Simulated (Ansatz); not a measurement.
Geometry optimisation, DFT PBE-D3(BJ), scalar-relativistic, plane waves, PAW (Ansatz).

The input (input.yaml):

```yaml
crystal:
  lattice:
    - [8.004449, 0.0, 0.0]
    - [4.002224, 6.932056, 0.0]
    - [0.0, 0.0, 20.174753]
  atoms:
    - { symbol: H, position: [0.16666667, 0.16666667, 0.0495669] }
    - { symbol: H, position: [0.66666666, 0.16666667, 0.0495669] }
    - { symbol: H, position: [0.16666669, 0.66666666, 0.0495669] }
    - { symbol: H, position: [0.66666668, 0.66666666, 0.0495669] }
    - { symbol: Ge, position: [0.16666667, 0.16666667, 0.1263956] }
    - { symbol: Ge, position: [0.66666666, 0.16666667, 0.1263956] }
    - { symbol: Ge, position: [0.16666669, 0.66666666, 0.1263956] }
    - { symbol: Ge, position: [0.66666668, 0.66666666, 0.1263956] }
    - { symbol: Ge, position: [-0.16666665, 0.33333333, 0.16688931] }
    - { symbol: Ge, position: [0.33333334, 0.33333333, 0.16688931] }
    - { symbol: Ge, position: [-0.16666662, 0.83333333, 0.16688931] }
    - { symbol: Ge, position: [0.33333336, 0.83333333, 0.16688931] }
    - { symbol: Ge, position: [-0.16666665, 0.33333333, 0.28837045] }
    - { symbol: Ge, position: [0.33333334, 0.33333333, 0.28837045] }
    - { symbol: Ge, position: [-0.16666662, 0.83333333, 0.28837045] }
    - { symbol: Ge, position: [0.33333336, 0.83333333, 0.28837045] }
    - { symbol: Ge, position: [0.0, 0.0, 0.32886416] }
    - { symbol: Ge, position: [0.49999999, 0.0, 0.32886416] }
    - { symbol: Ge, position: [2.0e-08, 0.5, 0.32886416] }
    - { symbol: Ge, position: [0.50000001, 0.5, 0.32886416] }
    - { symbol: H, position: [2.0e-08, 0.5, 0.40519719] }
    - { symbol: H, position: [0.50000001, 0.5, 0.40519719] }
    - { symbol: "N", position: [0.49999999, 0.16666667, 0.4002405] }
    - { symbol: "N", position: [0.49999998, -0.16666667, 0.4002405] }
basis:
  ecutwfc: 420.0
kpoints:
  mp_grid: { grid: [2, 2, 1] }
hamiltonian:
  xc: pbe
  dispersion: d3bj
  pseudopotentials: { kind: paw, azcp: { folder: soft_1 } }
scf:
  occupations: { method: gaussian, width: 0.05 }
  lower_state_search: "off"
relax:
  f_tol: 0.03
  max_steps: 60
  adjacent_minimum: "off"
  constraints: [{ sites: [0, 1, 2, 3, 4, 5, 6, 7] }]
```

Run as:

```bash
$ ansatz run input.yaml --threads 4 --pin off --max-ram 10240MiB --backend cpu --events-out ev --progress --plain --runs-dir out
```

Question: Where does it end, and by what steps?

Answer: The forces met the threshold. Limits of this set-up: coarse k mesh, thin slab, slab without dipole correction, a typed lattice constant that wasn't relaxed here. After 30 steps the energy has fallen by 7.123 eV; N23 moved furthest, 2.32 Å. Parted: Ge14–Ge18 (2.45 → 3.55 Å), Ge16–Ge20 (2.45 → 3.34 Å). Joined: Ge14–N23 (2.62 → 1.90 Å), Ge16–N23 (4.19 → 1.95 Å), Ge16–N24 (2.62 → 1.88 Å), Ge20–N24 (3.03 → 1.87 Å).

```
step  energy less start (eV)  largest force component (eV/Å)  accepted
   0                  0.0000                           3.080       yes
   2                 -1.8464                           2.228       yes
   4                 -3.9401                           1.587       yes
   6                 -4.8422                           0.556       yes
   8                 -4.9795                           0.204       yes
  10                 -5.4534                           0.497       yes
  12                 -5.7386                           0.405       yes
  14                 -5.9608                           0.271       yes
  16                 -6.2541                           0.375       yes
  18                 -6.6765                           0.431       yes
  20                 -6.8873                           0.246       yes
  22                 -7.0326                           0.366       yes
  24                 -7.0927                           0.326       yes
  26                 -7.1123                           0.316       yes
  28                 -7.0954                           0.295        no
  30                 -7.1226                           0.016       yes
```

```xyz
24
Lattice="8.0044 0.0000 0.0000 4.0022 6.9321 0.0000 0.0000 0.0000 20.1748" Properties=species:S:1:pos:R:3
H 2.001 1.155 1.000
H 6.003 1.155 1.000
H 4.002 4.621 1.000
H 8.004 4.621 1.000
Ge 2.001 1.155 2.550
Ge 6.003 1.155 2.550
Ge 4.002 4.621 2.550
Ge 8.004 4.621 2.550
Ge -0.009 2.304 3.351
Ge 4.001 2.308 3.377
Ge 1.987 5.788 3.361
Ge 5.996 5.787 3.336
Ge 0.012 2.114 5.772
Ge 3.934 2.169 5.840
Ge 2.328 5.726 5.787
Ge 5.895 6.265 5.738
Ge -0.055 0.034 7.185
Ge 3.973 -0.900 7.630
Ge 1.917 3.440 6.555
Ge 6.122 3.136 6.894
H 1.955 3.440 8.110
H 6.144 2.643 8.372
N 3.469 0.370 6.246
N 2.568 -1.976 6.911
```

Whether the end is a true minimum wasn't checked by a vibrational analysis.

The run took 4.6 min on 4 threads of Arm Neoverse V1, on a shared host, peak memory 3 GiB.
